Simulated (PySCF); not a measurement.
Br2Si, charge +1, multiplicity 2. Atoms are numbered in the order given.

```xyz
3

Si     0.0000     0.0000     0.8554
Br     0.0000     1.8844    -0.1711
Br     0.0000    -1.8844    -0.1711
```
Charge +1, spin multiplicity 2.

Geometry: B3LYP-D3(BJ)/def2-TZVP. The multiplicity is an assumed one; other spin states were not compared. The isomer is the one that the SMILES or the coordinates give; other isomers of the formula were not compared.

Computed with TDA-LC-ωPBE/def2-SVPD in PySCF.

Vertical excitations. Gas-phase values at a fixed geometry.

| state | energy (eV) | λ (nm) | f | main pairs |
|---|---|---|---|---|
| root 1 | 3.01 | 412 | 0.007 | α HOMO→LUMO 93 % |
| root 2 | 3.21 | 386 | 0.004 | β HOMO→LUMO 96 % |
| root 3 | 3.40 | 365 | 0.000 | β HOMO−1→LUMO 96 % |
| root 4 | 4.10 | 303 | 0.012 | β HOMO−2→LUMO 91 % |
| root 5 | 4.11 | 302 | 0.007 | β HOMO−3→LUMO 92 % |
| root 6 | 4.60 | 269 | 0.002 | α HOMO−2→LUMO 72 %, β HOMO−1→LUMO+1 17 %, β HOMO−4→LUMO 8 % |
| root 7 | 4.62 | 268 | 0.000 | α HOMO−1→LUMO 95 % |
| root 8 | 5.17 | 240 | 0.000 | β HOMO→LUMO+1 95 % |
| root 9 | 5.20 | 238 | 0.001 | α HOMO−3→LUMO 63 %, β HOMO−3→LUMO+1 30 % |
| root 10 | 5.35 | 232 | 0.004 | β HOMO−4→LUMO 62 %, β HOMO−1→LUMO+1 35 % |
Unrestricted roots are not spin-pure.
